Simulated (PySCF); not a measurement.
B(Cl)(Br)(NH2) (BBrClH2N), SMILES NB(Cl)Br. Heavy atoms are numbered as in [B:1]([Cl:2])([Br:3])[NH2:4]. Hydrogens are named by the atom that carries them.

The structure is a stationary point at PBE0-D3(BJ)/def2-SVP. The values are those of a single conformer.

Method: PBE0/pcSseg-1 (PySCF).

GIAO shieldings, no solvent; atoms alike by connectivity are averaged. δ = σ(ref) − σ: ¹¹B against BF3 (σ = 88.8 ppm); ³⁵Cl against HCl (σ = 945.9 ppm); ¹⁵N against NH3 (σ = 267.4 ppm); ¹H against TMS (σ = 31.56 ppm), references at their B3LYP-D3(BJ)/def2-TZVP geometries, non-relativistic (without spin–orbit terms, shifts of atoms bonded to Cl or Br come out too high).

Computed chemical shifts:
```json
[
 {"nucleus": "¹¹B", "atoms": "B1", "count": "1", "δ (ppm)": "25.8"},
 {"nucleus": "³⁵Cl", "atoms": "Cl2", "count": "1", "δ (ppm)": "141.5"},
 {"nucleus": "¹⁵N", "atoms": "N4 (NH2)", "count": "1", "δ (ppm)": "113.7"},
 {"nucleus": "¹H", "atoms": "H on N4", "count": "2", "δ (ppm)": "4.22"}
]
```
